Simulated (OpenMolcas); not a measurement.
Re5+: moving or changing the point charges

Re5+ among 6 point charges of -1.7 e arranged as an octahedron (Oh), 2.25 Å from the ion.
```
   2.2500    0.0000    0.0000  -1.70
   0.0000    2.2500    0.0000  -1.70
  -2.2500    0.0000    0.0000  -1.70
   0.0000   -2.2500    0.0000  -1.70
   0.0000    0.0000    2.2500  -1.70
   0.0000    0.0000   -2.2500  -1.70
```

```
Program             : OpenMolcas
Method              : SS-CASPT2, IPEA 0.25 Eh, imaginary shift 0.1 Eh (closed shells correlated: 5s 5p)
Basis               : ANO-RCC-VDZP [7s6p4d2f1g]
Scalar Hamiltonian  : DKH2, point nucleus
Active space        : 2 electrons in 5 orbitals (5d)
State averaging     : 2S+1 = 3 even, 10 roots; 2S+1 = 1 even, 15 roots
Spin-orbit coupling : state interaction with AMFI integrals over the reference wave functions
```

Runs around this geometry, states (labels of O, the rotations of Oh). Energies in cm-1 above the lowest state or level, χT in cm3 K/mol; under a threefold ground state the first gap can be a small split of the lowest multiplet, not the spin-orbit step; 10Dq and B are least-squares fits to the states below 45000 cm-1, weighted by degeneracy, with a free offset, and given where the rms deviation is under 5 % of |10Dq| (or 100 cm-1) and under 700 cm-1.

```tsv
R (Å)	q (e)	Ground state	First state of that spin	10Dq	B (rms of fit)	First gap with spin-orbit (degeneracies)	χT at 300 K	First state of another spin
2.25	-1.1	3T1	3T2 2810			760 (2, 3)	0.168	1T2 10180
2.06	-1.7	3T1	3T2 7190	8773	772 (265)	1150 (2, 3)	0.075	1T2 10930
2.25	-1.7	3T1	3T2 4710	5906	780 (283)	1010 (2, 3)	0.109	1T2 10680
2.47	-1.7	3T1	3T2 2920			780 (2, 3)	0.163	1T2 10320
```

Taking the first state of the same spin as R^-n, n = -ln(2920 / 7190) / ln(2.47 / 2.06) = 5.0 between the shortest and longest distance.

Scaling the charges by -1.1 / -1.7 = 0.65 scales the first state of the same spin by 2810 / 4710 = 0.60; with fixed orbitals a first-order splitting would follow the charge.

Roots that are degenerate in the reference are averaged as groups; the widest CASPT2 spread within a group is 210 cm-1 (the 3-fold group of multiplicity 3 near 2810 cm-1 above the lowest state of its run, R = 2.25, q = -1.1). Shifts and gaps below about the spread of the groups concerned are not significant. Free-ion shares, where given, are those of the reference states; single-state CASPT2 does not remix them. Spin-orbit coupling mixes the spin-free states strongly: the lowest level takes only 64 % from its leading state, 3T1 (figures for R = 2.25, q = -1.1; the like holds for R = 2.25, q = -1.7, R = 2.47, q = -1.7). This field is weak: 10Dq is about 4003 cm-1, while octahedral complexes of 5d ions of charge 3 and more, computed by the same method with explicit ligands, had a median near 35000 cm-1. Ground spin and moment need not be those of a real site (figures for R = 2.25, q = -1.1; the like holds for R = 2.06, q = -1.7, R = 2.25, q = -1.7, R = 2.47, q = -1.7). An orbital triplet at a regular site is open to Jahn-Teller coupling, which can distort the site and quench the lowest spin-orbit gaps and is left out (holds for R = 2.06, q = -1.7). This is an electrostatic model: the charges have no orbitals. No measured value stands beside these numbers.
